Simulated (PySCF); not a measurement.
B(F)(OH)(NMe2) (C2H7BFNO), SMILES CN(C)B(O)F.

Coordinates come from a PBE0-D3(BJ)/def2-SVP optimisation. This is a generated structure with no PubChem entry under its InChIKey; it may be hypothetical. Other conformers were not sampled.

All values below come from PBE0-D3(BJ)/def2-SVP (PySCF 2.14.0).

Harmonic, unscaled wavenumbers; measured fundamentals usually lie a few per cent lower.

```tsv
mode	ν (cm⁻¹)	IR (km/mol)	moving atoms (share of kinetic energy)
1	54	5.7	H 55 %, O 16 %, C 16 %, F 13 %
2	128	0.4	H 61 %, F 14 %, C 12 %, N 12 %
3	185	0.0	H 84 %
4	256	0.6	H 48 %, N 39 %
5	262	6.5	C 32 %, F 23 %, H 20 %, O 18 %
6	371	1.6	C 41 %, H 30 %, O 15 %, F 13 %
7	419	91.4	H 84 %, O 10 %
8	463	2.9	H 23 %, F 23 %, O 17 %, C 17 %, N 13 %
9	492	3.9	F 25 %, C 24 %, O 19 %, H 13 %, N 12 %
10	660	51.0	B 81 %
11	744	4.4	C 30 %, O 29 %, F 22 %, H 11 %
12	945	143.6	H 72 %, F 12 %
13	1051	9.1	H 49 %, C 29 %, N 13 %
14	1088	3.0	H 75 %, C 24 %
15	1116	0.0	H 80 %, C 20 %
16	1174	1.2	H 69 %, C 20 %, N 11 %
17	1242	167.4	H 33 %, B 27 %, C 14 %, N 12 %, O 9 %
18	1289	15.3	N 60 %, C 27 %
19	1419	69.0	H 66 %, B 17 %, C 9 %
20	1446	4.8	H 97 %
21	1457	79.3	H 69 %, C 22 %
22	1464	162.7	B 41 %, H 40 %
23	1468	14.1	H 97 %
24	1475	122.1	H 77 %, B 14 %
25	1485	9.7	H 85 %, B 8 %
26	1585	439.2	N 34 %, B 34 %, H 28 %
27	3008	50.4	H 97 %
28	3015	71.8	H 97 %
29	3070	75.6	H 90 %, C 10 %
30	3078	1.2	H 90 %, C 10 %
31	3142	34.6	H 91 %, C 9 %
32	3191	2.7	H 91 %, C 9 %
33	3959	56.0	H 94 %
```
